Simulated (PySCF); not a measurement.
# Worked example: chemical shift, span and skew from a shielding tensor

Si(SH)4 (H₄S₄Si), SMILES S[Si](S)(S)S. Atoms are numbered in the order given.

```xyz
9

S      1.1279    -1.4411    -1.1149
Si     0.0000     0.0000     0.0000
S     -1.4411    -1.1279     1.1149
S      1.4411     1.1279     1.1149
S     -1.1279     1.4411    -1.1149
H      0.0357    -2.1211    -1.5369
H     -2.1211    -0.0357     1.5369
H      2.1211     0.0357     1.5369
H     -0.0357     2.1211    -1.5369
```
Charge 0, spin multiplicity 1.

The structure is a stationary point at r2SCAN-D4/def2-SVP. Other conformers were not sampled.

GIAO shieldings from PBE0/pcSseg-1 run with PySCF, non-relativistic, no solvent. The symmetric part of the tensor of Si2 has the principal values 255.3, 255.3, 393.6 ppm. The same nucleus in TMS has σ = 352.7 ppm at this level (PySCF, at its B3LYP-D3(BJ)/def2-TZVP geometry).

### Question
Work out the isotropic shielding, the ²⁹Si shift against TMS, the span and the skew.

### Answer

σ(iso) = (σ11 + σ22 + σ33)/3 = 301.4 ppm. δ = σ(ref) − σ(iso) = 352.7 − (301.4) = 51.3 ppm.
Span Ω = σ33 − σ11 = 138.3 ppm. Skew κ = 3(σ(iso) − σ22)/Ω = 1.00, an axial tensor. Tumbling in solution averages the tensor to δ; in a static solid the shielding alone would spread this spin-1/2 line over Ω.
